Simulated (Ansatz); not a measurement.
`C[Si]1([SeH])CO1` → `O[SiH2]/C=C/[SeH]`  (isomerisation)

Calculated with Ansatz (gas phase, PBE0-D4/def2-TZVP geometries, no zero-point term in ΔE). CCSD(T)/CBS adds triple-zeta CCSD(T) − MP2 to the extrapolated MP2 energy (def2 sets, frozen cores). Functionals use def2-TZVPP. For Se outer-core shells are correlated without core-valence functions, which leaves a few kJ/mol of doubt a bond. Scalar relativity is left out up to krypton. One conformer a species, not always the lowest.

CCSD(T)/CBS gives +21.9 kJ/mol.

(1) Another level gave +17.0 kJ/mol. Which?
A. B2PLYP/def2-TZVPP
B. PBE/def2-TZVPP
C. MP2/def2-TZVPP
D. ωB97M-V/def2-TZVPP

Largest T1 diagnostic among the species: 0.011.

Answers

(1) A. B2PLYP 17.0, ωB97M-V 30.6, PBE 37.0, MP2/def2-TZVPP 23.2 kJ/mol.

In def2-TZVPP, CCSD(T) changes the Hartree–Fock value by +23.8 kJ/mol (the triples alone add +1.9 kJ/mol) and MP2 by +29.4 kJ/mol.
